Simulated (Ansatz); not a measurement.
Ansatz (a first-principles code) input (wB97M-V/def2-TZVPD):

Ansatz 0.2 input:
```yaml
crystal:
  periodic: [false, false, false]
  atoms:
    - {symbol: C, position_ang: [-1.62475432, -0.25488781, -0.31884178]}
    - {symbol: O, position_ang: [-0.28187607, -0.54327042, -0.01206628]}
    - {symbol: Al, position_ang: [1.11807958, 0.37744654, 0.20190218]}
    - {symbol: H, position_ang: [-1.80163841, 0.81910310, -0.44903336]}
    - {symbol: H, position_ang: [-1.91273542, -0.76415388, -1.24267339]}
    - {symbol: H, position_ang: [-2.27493424, -0.61456452, 0.48343537]}
    - {symbol: H, position_ang: [2.42812200, -0.41854651, 0.54577849]}
    - {symbol: H, position_ang: [1.02968602, 1.94684693, 0.04734549]}
basis:
  gaussian:
    orbitals: def2-TZVPD
hamiltonian:
  xc: {name: wB97M-V}
output: {forces: true}
```

End of the output:

```
integrals: 0.09 GiB planned
886 factors; their error is unknown
integrals: 0.13 GiB planned
358 factors; integrals over basis functions are off by at most 1.8e-5 eV
0.30 GiB of the device are held for the grids
1.11 GiB of device memory are held for the factors and their scratch space
mean field: 0.73 GiB planned
mean field evaluation 1: about -9758.3396 eV, gradient 4.9e1 eV
mean field evaluation 2: about -9756.2952 eV, gradient 6.2e1 eV
mean field evaluation 4: about -9762.6787 eV, gradient 1.9e0 eV
mean field evaluation 8: about -9762.6943 eV, gradient 5.1e-2 eV
mean field evaluation 16: about -9762.6897 eV, gradient 6.5e-5 eV
mean field -9762.68969307 eV, -358.7722288316 hartree, gradient 6.5e-5 eV, S^2 0.000000; 0 other end points of the search recorded, 0 dependent functions left out
the calculation of the forces begins
reference -9762.68975467 eV, -358.7722310954 hartree; 16, 16 occupied and 149, 149 virtual orbitals, 886 factors
Total energy: -9762.68975467 eV, -358.7722310954 hartree
Atom 0 at    -1.624754    -0.254888    -0.318842 Å, force     0.004186     0.001486     0.000750 eV/Å
Atom 1 at    -0.281876    -0.543270    -0.012066 Å, force    -0.037730    -0.005193    -0.007467 eV/Å
Atom 2 at     1.118080     0.377447     0.201902 Å, force     0.030726     0.022519     0.004496 eV/Å
Atom 3 at    -1.801638     0.819103    -0.449033 Å, force     0.017873    -0.036733     0.006934 eV/Å
Atom 4 at    -1.912735    -0.764154    -1.242673 Å, force     0.015269     0.024768     0.043194 eV/Å
Atom 5 at    -2.274934    -0.614565     0.483435 Å, force     0.032086     0.017822    -0.036948 eV/Å
Atom 6 at     2.428122    -0.418547     0.545778 Å, force    -0.056648     0.035523    -0.014965 eV/Å
Atom 7 at     1.029686     1.946847     0.047345 Å, force    -0.005762    -0.060192     0.004007 eV/Å
Dipole moment:    -0.141573     0.125357    -0.040571 e Å
```
